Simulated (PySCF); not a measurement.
PySCF input (PBE/def2-TZVP):

```python
import numpy as np, basis_set_exchange as bse
from pyscf import gto, scf, dft, df

basis = {'H': gto.basis.parse(bse.get_basis('def2-TZVP', elements=['H'], fmt='nwchem')), 'N': gto.basis.parse(bse.get_basis('def2-TZVP', elements=['N'], fmt='nwchem')), 'P': gto.basis.parse(bse.get_basis('def2-TZVP', elements=['P'], fmt='nwchem'))}
mol = gto.M(
    atom='''
    N    -0.00000000   -0.00000000   -0.90472069
    P     0.00000000    0.00000000    0.55016401
    H    -0.00000000   -0.00000000   -1.91941528
    ''',
    basis=basis,
    charge=1,
    verbose=4,
    max_memory=1839,
)
mf = dft.RKS(mol, xc='pbe')
mf.grids.level = 3
mf = mf.density_fit(auxbasis=df.autoaux(mol))
mf.max_cycle = 100
mf.conv_tol = 1e-11
print('smallest overlap eigenvalue', np.linalg.eigvalsh(mol.intor('int1e_ovlp'))[0])
mf.kernel()
dip = mf.dip_moment()
```

Output:

```
PySCF version 2.14.0

[INPUT] verbose = 4
[INPUT] num. atoms = 3
[INPUT] num. electrons = 22
[INPUT] charge = 1
[INPUT] spin (= nelec alpha-beta = 2S) = 0
[INPUT] symmetry False subgroup None
[INPUT] Mole.unit = angstrom
[INPUT] Symbol           X                Y                Z      unit          X                Y                Z       unit  Magmom
[INPUT]  1 N      0.000000000000   0.000000000000  -0.904720690000 AA    0.000000000000   0.000000000000  -1.709674323328 Bohr   0.0
[INPUT]  2 P      0.000000000000   0.000000000000   0.550164010000 AA    0.000000000000   0.000000000000   1.039659302492 Bohr   0.0
[INPUT]  3 H      0.000000000000   0.000000000000  -1.919415280000 AA    0.000000000000   0.000000000000  -3.627169198505 Bohr   0.0

nuclear repulsion = 45.0558432705531
number of shells = 28
number of NR pGTOs = 117
number of NR cGTOs = 74
basis = {'H': [[0, [34.061341, 0.0060251978], [5.1235746, 0.045021094], [1.1646626, 0.20189726]], [0, [0.32723041, 1.0]], [0, [0.10307241, 1.0]], [1, [0.8, 1.0]]], 'N': [[0, [19730.800647, 0.00021887984991], [2957.8958745, 0.0016960708803], [673.22133595, 0.0087954603538], [190.68249494, 0.035359382605], [62.295441898, 0.11095789217], [22.654161182, 0.24982972552]], [0, [8.9791477428, 0.40623896148], [3.686300237, 0.24338217176]], [0, [0.84660076805, 1.0]], [0, [0.33647133771, 1.0]], [0, [0.13647653675, 1.0]], [1, [49.20038051, 0.0055552416751], [11.346790537, 0.038052379723], [3.4273972411, 0.14953671029], [1.1785525134, 0.3494930523]], [1, [0.41642204972, 0.45843153697]], [1, [0.14260826011, 0.24428771672]], [2, [1.654, 1.0]], [2, [0.469, 1.0]], [3, [1.093, 1.0]]], 'P': [[0, [52426.999233, 0.000552071641], [7863.2660552, 0.0042678595308], [1789.5227333, 0.021931529186], [506.27300165, 0.085667168373], [164.60698546, 0.24840686605], [58.391918722, 0.46336753971], [21.643663201, 0.35350558156]], [0, [99.01383762, 0.021895679958], [30.550439817, 0.095650470295], [5.4537087661, -0.29454270186]], [0, [2.6503362563, 1.32943812], [1.2726688867, 0.66109396473]], [0, [0.31645005203, 1.0]], [0, [0.11417466938, 1.0]], [1, [472.27219248, 0.0025710623052], [111.58882756, 0.020250297999], [35.445936418, 0.091580716787], [12.990776875, 0.25749454014], [5.0486221658, 0.42862899758]], [1, [1.9934049566, 0.34359817849]], [1, [0.6652728443, 1.0]], [1, [0.25516832128, 1.0]], [1, [0.090357762251, 1.0]], [2, [3.12, 0.2], [0.648, 1.0]], [2, [0.218, 1.0]], [3, [0.452, 1.0]]]}
ecp = {}
ETB for N: l = 0, exps = 0.2729530735 * 1.8^n , n = 0..15
ETB for N: l = 1, exps = 0.27908479686 * 1.8^n , n = 0..12
ETB for N: l = 2, exps = 0.28521652022 * 1.8^n , n = 0..11
ETB for N: l = 3, exps = 0.6116082601099999 * 2.2^n , n = 0..6
ETB for N: l = 4, exps = 0.938 * 2.2^n , n = 0..2
ETB for P: l = 0, exps = 0.180715524502 * 1.8^n , n = 0..17
ETB for P: l = 1, exps = 0.180715524502 * 1.8^n , n = 0..14
ETB for P: l = 2, exps = 0.180715524502 * 1.8^n , n = 0..13
ETB for P: l = 3, exps = 0.308357762251 * 2.2^n , n = 0..7
ETB for P: l = 4, exps = 0.436 * 2.2^n , n = 0..4
ETB for H: l = 0, exps = 0.20614482 * 1.8^n , n = 0..10
ETB for H: l = 1, exps = 0.90307241 * 2^n , n = 0..2
ETB for H: l = 2, exps = 1.6 * 2.2^n , n = 0..0
smallest overlap eigenvalue 0.0014100151205301643

******** <class 'pyscf.df.df_jk.DFRKS'> ********
method = DFRKS
initial guess = minao
damping factor = 0
level_shift factor = 0
DIIS = <class 'pyscf.scf.diis.CDIIS'>
diis_start_cycle = 1
diis_space = 8
diis_damp = 0
SCF conv_tol = 1e-11
SCF conv_tol_grad = None
SCF max_cycles = 100
direct_scf = False
XC library pyscf.dft.libxc version 7.1.2
    S. Lehtola, C. Steigemann, M. J. T. Oliveira, and M. A. L. Marques,  SoftwareX 7, 1–5 (2018)
XC functionals = pbe
    J. P. Perdew, K. Burke, and M. Ernzerhof,  Phys. Rev. Lett. 77, 3865 (1996)
    J. P. Perdew, K. Burke, and M. Ernzerhof,  Phys. Rev. Lett. 78, 1396 (1997)
    J. P. Perdew, K. Burke, and M. Ernzerhof,  Phys. Rev. Lett. 77, 3865 (1996)
    J. P. Perdew, K. Burke, and M. Ernzerhof,  Phys. Rev. Lett. 78, 1396 (1997)
radial grids:
    Treutler-Ahlrichs [JCP 102, 346 (1995); DOI:10.1063/1.469408] (M4) radial grids

becke partition: Becke, JCP 88, 2547 (1988); DOI:10.1063/1.454033
pruning grids: <function nwchem_prune>
grids dens level: 3
symmetrized grids: False
atomic radii adjust function: <function treutler_atomic_radii_adjust>
small_rho_cutoff = 0
Set gradient conv threshold to 3.16228e-06
Initial guess from minao.
tot grids = 42896
init E= -396.666349717882
  HOMO = -0.37280842505537  LUMO = -0.134544848236871  gap/eV = 6.48348
cycle= 1 E= -396.135679049508  delta_E= 0.531  |g|= 0.502  |ddm|= 1.51
  HOMO = -0.570291505757015  LUMO = -0.369278117932854  gap/eV = 5.46985
cycle= 2 E= -395.182225337238  delta_E= 0.953  |g|= 1.87  |ddm|= 1.36
  HOMO = -0.620335719596229  LUMO = -0.399832900207266  gap/eV = 6.00019
cycle= 3 E= -396.181892702456  delta_E=   -1  |g|= 0.215  |ddm|=  1.1
  HOMO = -0.602982129838077  LUMO = -0.391601557322743  gap/eV = 5.75196
cycle= 4 E= -396.194029035729  delta_E= -0.0121  |g|= 0.0214  |ddm|= 0.117
  HOMO = -0.600755045366386  LUMO = -0.392453263242116  gap/eV = 5.66818
cycle= 5 E= -396.194101242236  delta_E= -7.22e-05  |g|= 0.00799  |ddm|= 0.0276
  HOMO = -0.601973905703934  LUMO = -0.392850634632446  gap/eV = 5.69053
cycle= 6 E= -396.194121191786  delta_E= -1.99e-05  |g|= 0.00143  |ddm|= 0.00809
  HOMO = -0.601910219660741  LUMO = -0.392762755363327  gap/eV = 5.69119
cycle= 7 E= -396.194121688442  delta_E= -4.97e-07  |g|= 0.00026  |ddm|= 0.00118
  HOMO = -0.601952683143692  LUMO = -0.392805598013797  gap/eV = 5.69118
cycle= 8 E= -396.194121707049  delta_E= -1.86e-08  |g|= 3.47e-05  |ddm|= 0.000281
  HOMO = -0.601943831262405  LUMO = -0.392796230330417  gap/eV = 5.69120
cycle= 9 E= -396.194121707415  delta_E= -3.66e-10  |g|= 2.72e-06  |ddm|= 4.72e-05
  HOMO = -0.601944093005724  LUMO = -0.392796496293165  gap/eV = 5.69120
cycle= 10 E= -396.194121707418  delta_E= -2.27e-12  |g|= 1.14e-06  |ddm|= 1.74e-06
  HOMO = -0.601944350721987  LUMO = -0.392796513307325  gap/eV = 5.69120
Extra cycle  E= -396.194121707411  delta_E= 6.14e-12  |g|= 4.96e-06  |ddm|= 3.08e-06
converged SCF energy = -396.194121707411

WARN: System has nonzero charge 1; the dipole moment is origin-dependent.
Location of origin: [0. 0. 0.]

Dipole moment(X, Y, Z, Debye): -0.00000, -0.00000, -0.21601
```
